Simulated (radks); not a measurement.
The numbers below are computed, except where a source is named.
These are the eigenvalues of the occupied orbitals of an atom or ion with whole-number occupations (hartree). Level of theory: Dirac Kohn-Sham, PBE, spin-unpolarised, spherical densities, point nucleus (a radial shooting solver on a logarithmic mesh with Libxc functionals).

orbital  eigenvalue
1s1/2     -3551.269

Which element is it, and in what charge state? The configuration may be excited. Open shells, if any, are shared by 2j + 1.

Answer. Z = 81, thallium, charge +79: Tl79+ in [He]. The 1s level, -3551.3 hartree, gives Z - s = 84.3 by -(Z - s)^2/2, which with screening and relativity narrows Z to a few neighbours, and the depths must fix Z and the occupations together.
